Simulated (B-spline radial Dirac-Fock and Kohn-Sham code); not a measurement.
EELS cross sections of the Be K (1s) edge

System: the Be atom in the configuration [He] 2s2. Method: the first Born approximation with generalised oscillator strengths from a Dirac-Hartree-Slater potential (longitudinal and transverse terms; continuum final states only, so no white lines or fine structure). Computed with a radial atomic solver. The edge is taken at 111.5 eV (tabulated value).

Partial cross sections σ(β, Δ) in barn, integrated over a window Δ above the edge and up to the collection semi-angle β, for parallel illumination:

| E₀ (kV) | β (mrad) | Δ = 25 eV | Δ = 50 eV | Δ = 100 eV | Δ = 200 eV | Δ = 300 eV |
| --- | --- | --- | --- | --- | --- | --- |
| 60 | 5 | 13600 | 20600 | 26800 | 29900 | 30600 |
| 60 | 10 | 19300 | 29600 | 39200 | 44600 | 45800 |
| 60 | 100 | 28500 | 45700 | 64300 | 78500 | 83700 |
| 80 | 5 | 12600 | 19100 | 25100 | 28200 | 28900 |
| 80 | 50 | 23200 | 37100 | 51900 | 62500 | 66000 |
| 100 | 10 | 15500 | 24000 | 32000 | 36700 | 37900 |
| 100 | 100 | 20200 | 32300 | 45400 | 55400 | 59100 |
| 120 | 5 | 11100 | 17100 | 22600 | 25600 | 26300 |
| 120 | 10 | 14300 | 22300 | 29800 | 34300 | 35400 |
| 120 | 20 | 16800 | 26500 | 36300 | 42400 | 44100 |
| 120 | 50 | 18000 | 28700 | 40300 | 48900 | 51800 |
| 120 | 100 | ? | ? | ? | ? | ? |
| 300 | 10 | 10500 | 16500 | 22400 | 26100 | 27200 |
| 300 | 100 | 11400 | 18300 | 25600 | 31100 | 33100 |

Q: Give the row for 120 kV and 100 mrad.

A: 18000 b for 25 eV, 28800 b for 50 eV, 40500 b for 100 eV, 49400 b for 200 eV, 52600 b for 300 eV.
